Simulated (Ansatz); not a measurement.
Program: Ansatz. Geometries: PBE0-D4/def2-TZVP. ΔE: electronic, gas phase. CCSD(T)/CBS is the MP2 limit (def2-TZVPP, def2-QZVPP) plus CCSD(T) − MP2 in def2-TZVPP, frozen cores. This one scheme is used for every species. Functionals use def2-TZVPP. Elements past krypton have def2 core potentials. For In outer-core shells are correlated without core-valence functions, which leaves a few kJ/mol of doubt a bond.

Consider the hydrogenolysis of the In–O bond: `C[O][InH2]` + H₂ → `[InH3]` + CH₃OH.

| level | ΔE (kcal/mol) |
| --- | --- |
| PBE-D4 | 5.6 |
| r2SCANh-D4 | 4.7 |
| CCSD/def2-TZVPP | 2.8 |
| MP2/def2-QZVPP | 7.7 |

Task: What does CCSD(T)/CBS give? (Estimate.)

Result: The calculation gave: +6.3 kcal/mol. The listed levels differ from it by -0.7, -1.6, -3.5, 1.4 kcal/mol.

Task: What do rigid-rotor, harmonic-oscillator terms from PBE0-D4/def2-TZVP frequencies (298.15 K, 1 bar) make of the CCSD(T)/CBS value? (An estimate is asked.)

Result: Ansatz gave: ΔZPE = +3.2 kcal/mol, ΔH = +8.6 kcal/mol, ΔS = 18 J/(mol·K), ΔG = +7.3 kcal/mol.

Largest T1 diagnostic among the species: 0.017.

From PBE to PBE0 (25 % exact exchange), in def2-TZVPP and without D4, ΔE moves by −2.9 kcal/mol. At CCSD(T), def2-SVP lies −2.9 kcal/mol from the extrapolated value and def2-TZVPP −1.9 kcal/mol.
